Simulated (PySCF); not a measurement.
GeI2 (SMILES [I][Ge][I]), singlet, at a GFN2-xTB geometry (core potentials on I). Base run: DF-PBE0/def2-SVP run with PySCF.

Input for PySCF:
```python
from pyscf import gto, scf, dft

mol = gto.M(
    atom='''
Ge    0.001533   -0.009692    1.226571
I     1.015670   -1.735556   -0.385293
I    -1.016596    1.741408   -0.355278
''',
    basis='def2-svp',
    ecp={'I': 'def2-svp'},
    charge=0,
    spin=0,
    verbose=4,
)

mf = dft.RKS(mol)
mf.xc = 'pbe0'
mf = mf.density_fit(auxbasis='def2-universal-jkfit')
mf.kernel()
mf.analyze()
```

The base run was repeated with changes; each row names its change, and settings that it needs were set with it.

```
change              basis functions       E (Eh)  HOMO (eV)  HOMO-LUMO gap (eV)  dipole (D)  core-seconds (rough)
------------------  ---------------  -----------  ---------  ------------------  ----------  --------------------
base                             84  -2671.99064      -7.29                3.90        1.50                     5
basis = LANL2DZ                  24    -26.60119      -7.47                3.69        1.97                     1
basis = def2-SV(P)               84  -2671.99064      -7.29                3.90        1.50                     5
basis = def2-SVPD               108  -2671.99409      -7.35                3.92        1.41                     7
basis = def2-TZVPP              148  -2672.27072      -7.29                3.92        1.43                    10
basis = def2-TZVP               148  -2672.27072      -7.29                3.92        1.43                     9
basis = def2-TZVPD                …            …      -7.30                3.92        1.45                    10
basis = def2-QZVP               239  -2672.31769      -7.29                3.92        1.45                    20
basis = def2-QZVPP                …            …      -7.30                3.92        1.45                    20
```

Complete the blanks.


- basis = def2-TZVPD, basis functions: 172
- basis = def2-TZVPD, E (Eh): -2672.27172
- basis = def2-QZVPP, basis functions: 253
- basis = def2-QZVPP, E (Eh): -2672.31787

Totals compare only among sets that treat the same electrons; sets with core potentials leave the core out.
